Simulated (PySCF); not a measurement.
## KF and its ions

PBE0; K x2c-SVPall, F x2c-SVPall; spin-free X2C with a Gaussian nucleus (PySCF 2.14). Neutral (UKS): singlet (closed shell), Re = 2.138 Å, ωe = 493 cm⁻¹, De = 4.43 eV, HOMO -5.69 eV, LUMO -1.08 eV.

KF⁺ (UKS): doublet (π ↑), Re = 2.874 Å, ωe = 108 cm⁻¹, De = 0.20 eV to K⁺ + F. The energies at the minima are -701.75763 hartree for KF and -701.44103 for KF⁺.

Work out the adiabatic ionisation energy, without and with harmonic zero-point energies (1 hartree = 27.2114 eV, 1 eV = 8065.5 cm⁻¹), and the change of the bond length.

At PBE0: 0.31660 hartree = 8.615 eV between the minima; the zero-point term (108.0 − 493.0)/2 cm⁻¹ = -0.024 eV makes it 8.591 eV. Re changes by +73.6 pm against the neutral. Minus the HOMO energy is 5.69 eV, -2.93 eV from the value between the minima; self-interaction puts the Kohn–Sham level too high, less so with exact exchange. The electron leaves a π orbital, and the ion is left as a loose complex of an ion and an atom.

Weak bonds: KF⁺. Basis-set superposition, not corrected here, can be much of De in a small basis, most of all at correlated wavefunction levels. For an ion De counts to the pair picked by the measured ionisation energies or electron affinities, which need not be the lowest pair at this level. States were picked by a PBE0 search and need not be the measured ground states.
